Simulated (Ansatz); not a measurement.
The first iterations of a band of H₆W (7 atoms, charge 0, multiplicity 1).

Method: Ansatz, RKS BLYP/def2-SVP.

```yaml
movable_images: 9
climbing_image: yes
spring: 5.0 eV/Å²
optimiser: quadratic models (default)
start_path: through a guess of the saddle point
force_threshold: 0.03 eV/Å
iteration_limit: 29
end_points: relaxed
```

Image 0:

```xyz
7
Properties=species:S:1:pos:R:3
W 0.357 -0.237 -0.091
H 0.332 0.677 1.322
H 1.843 -0.309 0.778
H -0.503 1.209 -0.122
H -1.090 -0.181 0.765
H -0.505 -1.728 -0.142
H 0.465 0.569 -1.610
```

Image 10:

```xyz
7
Properties=species:S:1:pos:R:3
W -0.963 -0.100 -0.944
H 2.589 0.268 3.084
H 3.127 0.230 2.540
H -0.390 1.390 -0.307
H -2.622 -0.379 -0.592
H -0.183 -1.466 -0.252
H -0.659 0.056 -2.629
```

| iteration | highest image above the first end (eV) | largest band force component (eV/Å) |
| --- | --- | --- |
| 1 | 5.012 | 5.163 |
| 2 | 3.592 | 4.894 |
| 3 | 3.073 | 1.391 |
| 4 | 2.508 | 2.680 |
| 5 | 2.234 | 1.179 |

**Question.** Does the band converge within its limit, and where does its top end?

**Answer.** The forces met the threshold. It ended after 15 iterations with the highest image 2.122 eV above the first end. The profile has 2 maxima (images 1, 6) with wells between them (image 2): this band takes more than one step, which may be the mechanism or a detour left from its start path. A structure lower than the first end lies on the path between it and the top, so the climb from that side starts below the end, which may itself be a saddle point or a shallow side well. A vibrational analysis at the climbing image gives 2 clearly imaginary modes (184i, 133i cm⁻¹): a point of higher order, so a lower path passes nearby. The orbitals stay closed-shell, which can raise the energy where a bond breaks towards radicals; this wasn't checked here.

Run time: 7.1 min on 1 thread of Arm Neoverse V2 (shared host), peak memory 0.12 GiB.
